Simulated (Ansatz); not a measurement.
Total energies of F2H2NY (`[NH2][Y]([F])[F]`).

Z-matrix (Å, degrees):
```
Y
F 1 2.006
F 1 2.006 2 124.0
N 1 2.133 2 118.0 3 179.9
H 1 2.859 2 101.5 3 179.9
H 1 2.859 2 134.5 3 179.8
```

The species carries charge 0 and has multiplicity 1. Correlated methods include outer-core shells of Y, which these sets cover unevenly. Y takes the def2 core potential. The geometry is a stationary point of PBE0-D4/def2-TZVP. It is one conformer, not always the lowest. Basis def2-TZVPP, the Gaussian-basis code of Ansatz.

RPA on PBE orbitals: Hartree–Fock energy of these orbitals -292.65220 Eh, correlation -1.47534 Eh (frozen core).

| functional | energy without D4 (Eh) | D4 term (kJ/mol) |
| --- | --- | --- |
| LDA (SPW92) | -292.46191 | – |
| PBE | -294.04941 | -8.7 |
| BLYP | -294.24284 | -18.4 |
| r2SCAN | -294.20359 | -2.0 |
| B97M-V | -294.22652 | – |
| PBE0 | -294.03077 | -7.5 |
| B3LYP | -294.31818 | -14.2 |
| r2SCANh | -294.17618 | -2.2 |
| HSE06 (plane-wave form) | -294.01839 | -7.1 |
| BHLYP | -294.11835 | -12.8 |
| ωB97X-V | -294.19005 | – |
| ωB97M-V | -294.15536 | – |
| B2PLYP | -294.07603 | – |
| PBE-QIDH | -293.94798 | – |

(1) Give the same for revPBE, r2SCAN0, CAM-B3LYP, LC-ωPBE. (Estimate.)

B3LYP takes the VWN-RPA correlation (the form of Gaussian; ORCA's B3LYP/G). HSE06 is the plane-wave form, built on full-range PBE exchange. The double hybrids freeze the cores in their second-order part.

## Answers

(1) The calculation gave: 
| functional | energy without D4 (Eh) | D4 term (kJ/mol) |
| --- | --- | --- |
| revPBE | -294.24539 | -21.8 |
| r2SCAN0 | -294.13649 | -2.5 |
| CAM-B3LYP | -294.20156 | -7.7 |
| LC-ωPBE | -294.18104 | – |

LC-ωPBE has ω = 0.4 bohr⁻¹.
